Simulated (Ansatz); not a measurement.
Molecule: C3H14Si3 (charge 0, singlet). 
Structure (B3LYP-D3(BJ)/def2-TZVP (Ansatz, a quantum-chemistry and plane-wave program) minimum search):
```
C
H 1 1.0950
H 1 1.0950 2 106.01
C 1 1.5334 2 109.89 3 -118.67
H 4 1.0940 1 109.56 2 -62.64
H 4 1.0941 5 105.91 1 117.97
C 4 1.5268 5 109.33 6 117.86
H 7 1.0918 4 111.41 5 -57.66
H 7 1.0925 8 107.87 4 122.01
H 7 1.0925 8 107.88 9 115.99
Si 1 1.8936 2 108.23 3 115.73
H 11 1.4895 1 109.48 2 -176.06
Si 11 2.3447 12 108.35 1 -120.95
H 13 1.4838 11 110.85 12 -57.81
H 13 1.4850 14 108.25 11 120.67
H 13 1.4852 14 108.45 15 116.98
Si 11 2.3458 12 108.13 1 121.09
H 17 1.4839 11 110.60 12 64.04
H 17 1.4846 18 108.28 11 122.99
H 17 1.4854 18 108.24 19 116.84
```

Computed values are from Ansatz. Cores are frozen in the correlated levels unless marked. UHF or UKS for open shells. Spin-orbit coupling is left out. No relativistic terms. Basis-set limits of correlation are two-point, X^-3; Hartree-Fock from the larger set. The bracket is a focal-point correction in the basis named.

### Question
What is the dipole moment at CCSD(T)/aug-cc-pV(D+d)Z?

### Answer
1.12 D.

### Question
What is the atomisation energy De at RI-MP2/CBS(aug-cc-pV(T+d)Z,aug-cc-pV(Q+d)Z)+[CCSD(T)-MP2]/aug-cc-pV(T+d)Z?

### Answer
1640.0 kcal/mol.

### Question
What is the T1 diagnostic at CCSD/aug-cc-pV(T+d)Z?

### Answer
0.012.

### Question
What is the total energy at RI-MP2/CBS(aug-cc-pV(T+d)Z,aug-cc-pV(Q+d)Z)+[CCSD(T)-MP2]/aug-cc-pV(T+d)Z?

### Answer
-989.8134 Eh.
